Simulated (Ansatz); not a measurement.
Born–Oppenheimer molecular dynamics of C$_{4}$H$_{11}$NSi (17 atoms, charge 0, multiplicity 1). It goes on from the last frame of an earlier run, with new velocities.

The calculation used RHF/STO-3G (Ansatz 0.2.0).

| Property | Result |
| --- | --- |
| ensemble | NVE (velocity Verlet) |
| time step | 0.25 fs |
| steps asked | 53 |
| starting velocities drawn for | 500 K |
| seed | 855071 |

First frame:

```xyz
17
Properties=species:S:1:pos:R:3
C -1.589 -1.185 -0.833
C -0.367 -1.018 0.184
C 1.057 -0.964 -0.554
Si 0.520 0.486 0.480
C -0.323 1.921 -0.391
N 1.355 0.782 1.932
H -2.610 -0.972 -0.318
H -1.483 -2.155 -1.248
H -1.417 -0.514 -1.686
H -0.352 -1.777 0.912
H 1.684 -1.731 -0.175
H 0.931 -0.992 -1.653
H -1.334 1.946 0.107
H -0.429 1.782 -1.409
H 0.090 2.904 -0.203
H 0.742 0.882 2.736
H 2.183 0.255 2.200
```

Problem. What does the run give?

Solution. The run went to its last step.

* steps done: 53
* time covered: 13.25 fs
* mean temperature over the second half: 505 K
* spread of the potential energy over the second half: 2.4 meV per atom
* mean potential energy of the second half above the start: -0.6 meV per atom

The conserved energy stayed within 0.048 meV per atom of its start (net change -0.033 meV per atom), so the integration is sound. A run of 0.013 ps of so small a system gives no equilibrium averages. Limits of this set-up: minimal basis.

Problem. What happens to the structure?

Solution. The same pairs are bonded in the first frame and the last. Pairs count as bonded within 1.25 times the sum of covalent radii (0.12 Å more for H–H). This is one draw of velocities; another would differ in detail.

Problem. How do temperature and energy run in time?

Solution. 
```
time (fs)  T (K)  potential energy less start (eV)  conserved less start (meV/atom)
      0.0    500                             0.000                             0.00
      0.5    483                             0.033                            -0.01
      1.0    470                             0.058                            -0.01
      1.5    460                             0.077                             0.00
      2.0    456                             0.086                             0.00
      2.5    458                             0.081                            -0.01
      3.0    463                             0.070                            -0.02
      3.5    464                             0.069                            -0.04
      4.0    454                             0.088                            -0.03
      4.5    439                             0.118                             0.00
      5.0    433                             0.131                             0.02
      5.5    445                             0.107                             0.01
      6.0    473                             0.053                            -0.01
      6.5    501                            -0.003                            -0.04
      7.0    516                            -0.032                            -0.05
      7.5    513                            -0.026                            -0.03
      8.0    500                             0.000                            -0.01
      8.5    487                             0.026                             0.00
      9.0    480                             0.039                             0.00
      9.5    479                             0.040                            -0.01
     10.0    482                             0.035                            -0.01
     10.5    486                             0.026                            -0.01
     11.0    495                             0.010                             0.00
     11.5    510                            -0.019                            -0.01
     12.0    528                            -0.055                            -0.03
     12.5    541                            -0.081                            -0.04
     13.0    541                            -0.080                            -0.04
```

Time of the run: 3.4 min on 1 thread of Intel(R) Xeon(R) Processor @ 2.50GHz (Skylake/Cascade Lake) (shared host), peak memory 0.11 GiB.
